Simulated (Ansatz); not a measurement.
Cost and result up the ladder for Cu(PH3)F (CuPH₃F) (6 atoms). Total charge 0; singlet. Geometry: r2SCAN-D4/def2-TZVP.

```tsv
atom	x (Å)	y (Å)	z (Å)
Cu1	-0.591	-1.287	0.307
P2	0.262	0.571	-0.136
H3	0.134	1.631	0.788
H4	-0.155	1.267	-1.292
H5	1.656	0.662	-0.345
F6	-1.306	-2.845	0.679
```

Ansatz on 4 threads of Arm Neoverse V2 on a shared host. Times are rough, and most runs start from the orbitals of an earlier one. ωB97M-V/def2-TZVP serves as the yardstick here, not as an exact answer. Differences are given only for rows in sets of like size (and for xTB, whose basis is part of the method), since another set adds its own error. Binding counts from free atoms at the same level (Cu doublet, P quartet, H doublet, F doublet; other spins of the atoms weren't run), without zero-point energy or a counterpoise term.

The 6-31G sets use Cartesian d functions. B3LYP takes the VWN-RPA correlation. Correlated methods freeze 15 core orbitals.

Correlated methods converge slowly with the basis.

| level | functions | wall time | binding energy per atom (eV) | difference from ωB97M-V/def2-TZVP (eV) |
| --- | --- | --- | --- | --- |
| HF/6-31G | 57 | 0.25 s | 1.63 | – |
| PBE-D4/def2-SVP | 78 | 0.5 s | 2.81 | – |
| PBE-D4/def2-TZVP | 131 | 0.75 s | 2.80 | 0.04 |
| revPBE-D4/def2-TZVP | 131 | 0.8 s | 2.72 | -0.04 |
| MP2/def2-TZVP | 131 | 0.8 s | 2.66 | -0.10 |
| PBE-D4/def2-TZVPD | 158 | 1.1 s | 2.81 | 0.05 |
| B3LYP-D4/def2-TZVP | 131 | 1.1 s | 2.73 | -0.02 |
| BHLYP-D4/def2-TZVP | 131 | 1.2 s | 2.59 | -0.16 |
| PBE0-D4/def2-TZVPD | 158 | 1.4 s | 2.69 | -0.06 |
| r2SCAN-D4/def2-TZVP | 131 | 1.8 s | 2.79 | 0.03 |
| r2SCAN-D4/def2-TZVPD | 158 | 2.4 s | 2.80 | 0.04 |
| ωB97M-V/def2-TZVP | 131 | 3.7 s | 2.76 | 0.00 |
| CCSD(T)/def2-TZVPD | 158 | 16 s | 2.65 | -0.11 |
| CCSD(T)/def2-TZVPP | 179 | 25 s | 2.66 | -0.10 |
